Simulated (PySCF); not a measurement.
Job file and geometry (Å, from GFN2-xTB) of an NMR shielding run on SMILES C1[Si@@](C)(CC[SiH3])O[SiH2]O1, C4H14O2Si3, GIAO PBE0/pcSseg-1 NMR shielding, non-relativistic, gas phase (PySCF 2.14.0, density-fitted response routines); density fitting, a coarse starting grid and PySCF grid level 2 are the driver's defaults:

```
$ OMP_NUM_THREADS=1 python probes_run.py task.json out

{"job": {"kind": "nmr", "xc": "PBE0", "basis": "pcSseg-1"}, "charge": 0, "multiplicity": 1}
C     -1.319058    -1.988235    -0.105655
Si    -0.899280    -0.159634     0.182824
C      0.878486     0.145931     0.775030
C      1.915315    -0.499471    -0.145227
Si     3.700125    -0.180178     0.428072
C     -1.401827     0.938012    -1.325226
O     -2.464688     1.772263    -0.894553
Si    -2.959524     1.664331     0.648587
O     -1.961818     0.499431     1.238835
H     -1.189693    -2.559378     0.808481
H     -0.669963    -2.422443    -0.859306
H     -2.346467    -2.118986    -0.433230
H      1.077723     1.216732     0.849453
H      0.995172    -0.257359     1.781810
H      1.728733    -1.573374    -0.190000
H      1.775745    -0.125624    -1.161160
H      4.630549    -0.823942    -0.502518
H      3.881382    -0.735232     1.771717
H      3.954470     1.262440     0.456967
H     -0.596626     1.586377    -1.682835
H     -1.760169     0.362298    -2.183271
H     -2.661699     2.883928     1.378524
H     -4.311639     1.139097     0.718635
```

Q: Write the output of this run.

A: 
```
coarse grid: 20072 points
cycle   1  E = -1178.8365498897  dE =  9.597e-01  |g| = 1.028e+00  |ddm| = 4.340e+00
cycle   2  E = -1178.5927512280  dE =  2.438e-01  |g| = 1.536e+00  |ddm| = 2.201e+00
cycle   3  E = -1179.0320250036  dE = -4.393e-01  |g| = 1.324e-01  |ddm| = 1.512e+00
cycle   4  E = -1179.0350655358  dE = -3.041e-03  |g| = 5.549e-02  |ddm| = 1.411e-01
cycle   5  E = -1179.0357653405  dE = -6.998e-04  |g| = 1.329e-02  |ddm| = 5.139e-02
cycle   6  E = -1179.0357936453  dE = -2.830e-05  |g| = 5.019e-03  |ddm| = 1.281e-02
cycle   7  E = -1179.0357981068  dE = -4.462e-06  |g| = 7.555e-04  |ddm| = 3.994e-03
final grid: 178240 points
cycle   8  E = -1179.1084968142  dE = -2.607e-05  |g| = 1.307e-02  |ddm| = 2.531e-02
cycle   9  E = -1179.1084606954  dE =  3.612e-05  |g| = 1.896e-02  |ddm| = 2.318e-02
cycle  10  E = -1179.1085307420  dE = -7.005e-05  |g| = 1.368e-03  |ddm| = 1.448e-02
cycle  11  E = -1179.1085311207  dE = -3.787e-07  |g| = 2.258e-04  |ddm| = 1.313e-03
cycle  12  E = -1179.1085311309  dE = -1.020e-08  |g| = 6.768e-05  |ddm| = 2.563e-04
cycle  13  E = -1179.1085311317  dE = -7.783e-10  |g| = 3.254e-05  |ddm| = 8.142e-05
cycle  14  E = -1179.1085311319  dE = -1.967e-10  |g| = 7.469e-06  |ddm| = 2.985e-05
converged SCF energy = -1179.1085311319

GIAO shielding tensors (ppm)
atom      isotropic    diamagn.    paramagn.     s11        s22        s33       span
  0 C      189.380     257.290     -67.910    184.698    188.077    195.364     10.665
  1 Si     336.824     882.697    -545.872    300.461    350.524    359.488     59.027
  2 C      171.400     258.696     -87.296    161.743    168.162    184.295     22.552
  3 C      184.107     253.654     -69.548    174.163    186.167    191.990     17.827
  4 Si     414.937     879.280    -464.344    382.123    392.713    469.974     87.852
  5 C      130.053     256.537    -126.483    102.457    109.345    178.358     75.901
  6 O      322.100     394.532     -72.432    270.927    302.017    393.355    122.428
  7 Si     361.674     881.697    -520.023    343.916    350.798    390.307     46.390
  8 O      259.371     400.432    -141.061    221.302    251.584    305.227     83.924
  9 H       31.328      31.854      -0.525     27.076     28.629     38.280     11.204
 10 H       31.560      33.566      -2.006     26.705     30.127     37.849     11.145
 11 H       31.433      31.009       0.425     26.606     29.113     38.582     11.976
 12 H       30.971      36.177      -5.206     25.698     31.386     35.829     10.131
 13 H       30.710      35.094      -4.384     25.833     30.757     35.540      9.707
 14 H       31.267      33.753      -2.487     25.001     31.922     36.877     11.876
 15 H       31.414      34.333      -2.918     25.637     31.841     36.766     11.129
 16 H       27.675      27.964      -0.289     23.968     25.274     33.781      9.812
 17 H       27.915      28.544      -0.629     24.498     26.342     32.905      8.408
 18 H       27.928      28.704      -0.776     24.426     26.446     32.913      8.486
 19 H       27.797      34.412      -6.615     22.949     27.433     33.009     10.061
 20 H       27.828      32.866      -5.039     23.329     27.413     32.741      9.413
 21 H       26.728      29.552      -2.824     23.154     23.697     33.334     10.180
 22 H       26.712      28.458      -1.746     23.124     23.537     33.475     10.351
```

Q: Turn these shieldings into chemical shifts. Referencing at the same level of theory: 13C (σ = 186.93 ppm), 29Si (σ = 349.16 ppm), 1H (σ = 31.72 ppm) against TMS; 17O (σ = 336.08 ppm) vs H2O.

A: Averaging equivalent atoms: C 5: 56.9; C 2: 15.5; C 3: 2.8; C 0: -2.5; Si 1: 12.3; Si 7: -12.5; Si 4: -65.8; O 8: 76.7; O 6: 14.0; H 22: 5.01; H 21: 4.99; H 19: 3.92; H 20: 3.89; H 16/17/18: 3.88; H 13: 1.01; H 12: 0.75; H 14: 0.45; H 15: 0.30; H 9/10/11: 0.28 ppm. Experimental scales use liquid or dissolved standards, which lie at an offset from isolated H2O (liquid H2O: subtract about 36 ppm).

Size and cost of the density-fitted run: 244 basis functions, 3.9 min wall time on 1 thread of an Intel Xeon, shared host; peak memory 1.1 GiB.
